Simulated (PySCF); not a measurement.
# Correlation energy of Kr(3+) (krypton, charge +3)

[Ar] 3d10 4s2 4p3, high-spin 4S determinant. All numbers are calculated (PySCF 2.14, the non-relativistic Hamiltonian (point nucleus), in pcseg-2). Frozen: [Ar] 3d10; 5 electrons correlated.

MP2 pair energies summed by pair of shells (mhartree):

| pair | energy | share (%) |
| --- | --- | --- |
| 4s-4p | -54.88 | 67.3 |
| 4p-4p | -18.34 | 22.5 |
| 4s-4s | -8.28 | 10.2 |

Total MP2 correlation energy: -81.50 mhartree.

Same-spin part -21.18 and opposite-spin part -60.32 mhartree; SCS-MP2 scales them by 1/3 and 6/5 to -79.44 mhartree.

```tsv
level	correlation energy (mhartree)
CCSD	-97.31
(T)	-2.20
CCSD(T)	-99.51
```

Diagnostics: T1 = 0.0012, D1 = 0.0029, largest double amplitude 0.054.

Cost of the coupled-cluster step: 0.28 s of wall time on 1 thread of Intel(R) Xeon(R) Platinum 8375C CPU @ 2.90GHz (shared host), for 5 correlated electrons.

Iterations:

```
CC2 = 0
CCSD nocc = (np.int64(4), np.int64(1)), nmo = (29, 29)
frozen orbitals [[0, 1, 2, 3, 4, 5, 6, 7, 8, 9, 10, 11, 12, 13], [0, 1, 2, 3, 4, 5, 6, 7, 8, 9, 10, 11, 12, 13]]
max_cycle = 100
direct = 0
conv_tol = 1e-08
conv_tol_normt = 1e-06
diis_space = 8
diis_start_cycle = 0
Init t2, MP2 energy = -0.081498567198701
Init E_corr(UCCSD) = -0.0814985671988172
cycle = 1  E_corr(UCCSD) = -0.0942457335547204  dE = -0.0127471664  norm(t1,t2) = 0.0304423
cycle = 2  E_corr(UCCSD) = -0.0965549579096101  dE = -0.00230922435  norm(t1,t2) = 0.00772664
cycle = 3  E_corr(UCCSD) = -0.0973236917948752  dE = -0.000768733885  norm(t1,t2) = 0.002474
cycle = 4  E_corr(UCCSD) = -0.0973074994310686  dE = 1.61923638e-05  norm(t1,t2) = 0.000257345
cycle = 5  E_corr(UCCSD) = -0.0973070583186962  dE = 4.41112372e-07  norm(t1,t2) = 1.76778e-05
cycle = 6  E_corr(UCCSD) = -0.0973069848784328  dE = 7.34402634e-08  norm(t1,t2) = 1.38795e-06
cycle = 7  E_corr(UCCSD) = -0.097307009612289  dE = -2.47338562e-08  norm(t1,t2) = 2.3881e-07
cycle = 8  E_corr(UCCSD) = -0.0973070047392726  dE = 4.87301631e-09  norm(t1,t2) = 2.91817e-08
UCCSD converged
E(UCCSD) = -2749.524530050815  E_corr = -0.09730700473927265
UCCSD(T) correction = -0.00220116270569628
```
